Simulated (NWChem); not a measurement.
System: MgBr2; SMILES [Br][Mg][Br]

Input file for NWChem:

```
start job
memory heap 200 mb stack 900 mb global 1100 mb
geometry units angstroms noautoz
  Mg     0.000000     0.000000     0.156600
  Br     2.341420     0.000000     0.156461
  Br    -2.341420     0.000000     0.156461
end
basis spherical
  * library sto-3g
end
dft
  xc pbe0
  iterations 150
  mulliken
end
task dft energy
```

Output (shortened):

```
             Northwest Computational Chemistry Package (NWChem) 7.3.0
             --------------------------------------------------------

 ORDER OF PRIMARY AXIS IS BEING SET TO 4
 D4H symmetry detected

                             Geometry "geometry" -> ""
                             -------------------------

 Output coordinates in angstroms (scale by  1.889725989 to convert to a.u.)

  No.       Tag          Charge          X              Y              Z
 ---- ---------------- ---------- -------------- -------------- --------------
    1 Mg                  12.0000     0.00000000     0.00000000     0.00000000
    2 Br                  35.0000     0.00000000     0.00000000     2.34142000
    3 Br                  35.0000     0.00000000     0.00000000    -2.34142000

 Effective nuclear repulsion energy (a.u.)     328.2751296957

      Symmetry information
      --------------------

 Group name             D4h
 Group number             28
 Group order              16
 No. of unique centers     2

                                 NWChem DFT Module
                                 -----------------

 Summary of "ao basis" -> "ao basis" (spherical)
 ------------------------------------------------------------------------------
       Tag                 Description            Shells   Functions and Types
 ---------------- ------------------------------  ------  ---------------------
 Mg                          sto-3g                  5        9   3s2p
 Br                          sto-3g                  8       18   4s3p1d

      Symmetry analysis of basis
      --------------------------

        a1g        11
        a1u         0
        a2g         0
        a2u        10
        b1g         1
        b1u         1
        b2g         1
        b2u         1
        eg          8
        eu         12

            General Information
            -------------------
          SCF calculation type: DFT
          Wavefunction type:  closed shell.
          No. of atoms     :     3
          No. of electrons :    82
           Alpha electrons :    41
            Beta electrons :    41
          Charge           :     0
          Spin multiplicity:     1
          Use of symmetry is: on ; symmetry adaption is: on
          Maximum number of iterations: 150
          AO basis - number of functions:    45
                     number of shells:    21
          Convergence on energy requested:  1.00D-06
          Convergence on density requested:  1.00D-05
          Convergence on gradient requested:  5.00D-04

              XC Information
              --------------
                         PBE0 Method XC Functional
                     Hartree-Fock (Exact) Exchange  0.250
          PerdewBurkeErnzerhof Exchange Functional  0.750
            Perdew 1991 LDA Correlation Functional  1.000 local
           PerdewBurkeErnz. Correlation Functional  1.000 non-local

             Grid Information
             ----------------
          Grid used for XC integration:  medium
          Radial quadrature: Mura-Knowles
          Angular quadrature: Lebedev.
          Tag              B.-S. Rad. Rad. Pts. Rad. Cut. Ang. Pts.
          ---              ---------- --------- --------- ---------
          Mg                  1.50       88           7.0       590
          Br                  1.15      112          11.0       590
          Grid pruning is: on
          Number of quadrature shells:   200
          Spatial weights used:  Erf1

      Superposition of Atomic Density Guess
      -------------------------------------

 Sum of atomic energies:       -5286.29849342

      Non-variational initial energy
      ------------------------------

 Total energy =   -5286.169018
 1-e energy   =   -8059.636980
 2-e energy   =    2445.192832
 HOMO         =      -0.272317
 LUMO         =       0.178607

      Symmetry analysis of molecular orbitals - initial
      -------------------------------------------------

 !! scf_movecs_sym_adapt:    4 vectors were symmetry contaminated

  Symmetry fudging

 !! scf_movecs_sym_adapt:    4 vectors were symmetry contaminated

  Numbering of irreducible representations:

     1 a1g         2 a1u         3 a2g         4 a2u         5 b1g
     6 b1u         7 b2g         8 b2u         9 eg         10 eu

  Orbital symmetries:

     1 a2u         2 a1g         3 a2u         4 a1g         5 a2u
     6 a1g         7 eu          8 eu          9 eg         10 eg
    11 a1g        12 a2u        13 a1g        14 a2u        15 a1g
    16 eu         17 eu         18 eg         19 eg         20 a1g
    21 a2u        22 a1g        23 eu         24 eu         25 eg
    26 eg         27 b1u        28 b2g        29 b1g        30 b2u
    31 a2u        32 eu         33 eu         34 a1g        35 a2u
    36 a1g        37 a2u        38 eu         39 eu         40 eg
    41 eg         42 a1g        43 eu         44 eu         45 a2u

     ---------------------------------------------
      Total Density - Mulliken Population Analysis
     ---------------------------------------------

    Atom       Charge   Shell Charges
 -----------   ------   -------------------------------------------------------
    1 Mg  12    10.66   2.00  1.97  5.59  0.54  0.57
    2 Br  35    35.67   2.00  2.00  6.00  2.00  5.99  1.97  5.70 10.00
    3 Br  35    35.67   2.00  2.00  6.00  2.00  5.99  1.97  5.70 10.00

   convergence    iter        energy       DeltaE   RMS-Dens  Diis-err
 ---------------- ----- ----------------- --------- --------- ---------
 d= 0,ls=0.0,diis     1  -5289.1292182431 -5.62D+03  3.13D-02  2.43D-01
 d= 0,ls=0.0,diis     2  -5289.1645676853 -3.53D-02  1.36D-02  1.41D-01
 d= 0,ls=0.0,diis     3  -5289.1956004253 -3.10D-02  7.64D-04  1.58D-03
 d= 0,ls=0.0,diis     4  -5289.1958241557 -2.24D-04  1.89D-04  2.27D-05
 d= 0,ls=0.0,diis     5  -5289.1958308832 -6.73D-06  5.62D-06  8.85D-09
 d= 0,ls=0.0,diis     6  -5289.1958308865 -3.35D-09  2.15D-07  3.47D-11

[...]
```

Level: PBE0/STO-3G. Geometry: optimised at PBE0/def2-SVP.
